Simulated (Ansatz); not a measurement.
Isolated molecules relaxed with PBE0-D4/def2-TZVP in Ansatz; ΔE leaves out vibrations. CBS: MP2 limit from def2 TZ/QZ plus the TZ coupled-cluster correction, frozen cores. This one scheme is used for every species. DFT in def2-TZVPP. Each species was taken in one conformer, which may not be the lowest.

Consider the formal exchange of groups at the Si–S bond: `O[SiH2]S[SiH2]Cl` + `NBF` → `NB(F)[SiH2]Cl` + `O[SiH2]S`.

`O[SiH2]S[SiH2]Cl`:

Cartesian coordinates in Å:
```
O 0.727 -1.698 0.190
Si -0.503 -1.031 1.042
S -0.373 1.109 1.097
Si -0.021 1.419 -0.972
Cl 1.972 1.206 -1.443
H 1.616 -1.365 0.333
H -1.732 -1.473 0.351
H -0.515 -1.422 2.472
H -0.396 2.814 -1.283
H -0.774 0.442 -1.788
```

`NBF`:

Z-matrix (Å, degrees):
```
N
B 1 1.389
H 1 1.006 2 122.9
H 1 1.004 2 122.4 3 -180.0
F 2 1.337 1 119.2 3 0.0
H 2 1.196 1 121.8 3 -180.0
```

`NB(F)[SiH2]Cl`:

Z-matrix (Å, degrees):
```
Si
Cl 1 2.077
B 1 2.028 2 107.6
H 1 1.485 2 107.2 3 -122.0
H 1 1.485 2 107.1 3 122.0
F 3 1.342 1 119.7 2 -179.7
N 3 1.386 1 121.0 2 0.4
H 7 1.006 3 121.9 1 -0.0
H 7 1.008 3 123.1 1 179.9
```

`O[SiH2]S`:

Cartesian coordinates in Å:
```
O 0.760 1.286 0.168
Si 0.410 -0.318 0.149
S -1.473 -0.767 -0.748
H 0.685 1.761 -0.661
H 1.365 -1.102 -0.673
H 0.447 -0.723 1.570
H -2.194 -0.136 0.195
```

Task: Is it downhill or uphill in electronic energy at CCSD(T)/CBS, and by how much? (Estimate.)

Result: Ansatz gave: Uphill: ΔE = +86.9 kJ/mol.

Task: What do these levels give: B2PLYP, PBE0, HF/def2-TZVPP, MP2/def2-TZVPP, HF/def2-QZVPP, MP2/CBS(def2)? (An estimate is asked.)

Result: Ansatz gave: B2PLYP 83.2, PBE0 78.0, HF/def2-TZVPP 85.0, MP2/def2-TZVPP 94.8, HF/def2-QZVPP 85.4, MP2/CBS(def2) 98.9 kJ/mol.

Largest T1 diagnostic among the species: 0.012.

From PBE to PBE0 (25 % exact exchange), in def2-TZVPP and without D4, ΔE moves by +5.0 kJ/mol. The D4 term adds +8.6 kJ/mol with B3LYP and +4.7 kJ/mol with PBE0; it sums over pairs of atoms, weighted by their polarisabilities, and B3LYP, whose exchange is more repulsive, gets the larger term.

B3LYP here is the variant with VWN-RPA as its local correlation; programs differ in this.
